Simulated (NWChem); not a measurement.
System: CH$_{3}$BeBr; SMILES [CH3][Be][Br]

Here is an NWChem input.

```
start job
memory heap 200 mb stack 900 mb global 1100 mb
geometry units angstroms noautosym nocenter noautoz
  Be    -0.000100    -1.120062     0.000614
  Br     0.000837     0.850650     0.000176
  C     -0.000373    -2.797475    -0.000982
  H     -0.761403    -3.206606    -0.679064
  H     -0.206383    -3.209701     0.995888
  H      0.966698    -3.207161    -0.322317
end
basis spherical
  * library def2-tzvp
end
dft
  xc xcamb88 1.00 lyp 0.81 vwn_5 0.19 hfexch 1.00
  cam 0.33 cam_alpha 0.19 cam_beta 0.46
  iterations 150
end
property
  efieldgrad
end
task dft property
```

Coordinates come from a B3LYP/6-31G* (spherical d) optimisation.

Vzz is the largest principal value of the second derivative of the potential at the nucleus (NWChem prints the opposite sign); η is the asymmetry. Non-relativistic.

Atoms are numbered as in the input.

Question: What results follow from this input? (CAM-B3LYP/def2-TZVP.) Quantities: Vzz Be1 (a.u.); η Be1; Vzz Br2 (a.u.); η Br2.

Answer: 
| Item | Value |
|---|---|
| Vzz Be1 (a.u.) | -0.216 |
| η Be1 | 0.00 |
| Vzz Br2 (a.u.) | 2.080 |
| η Br2 | 0.00 |
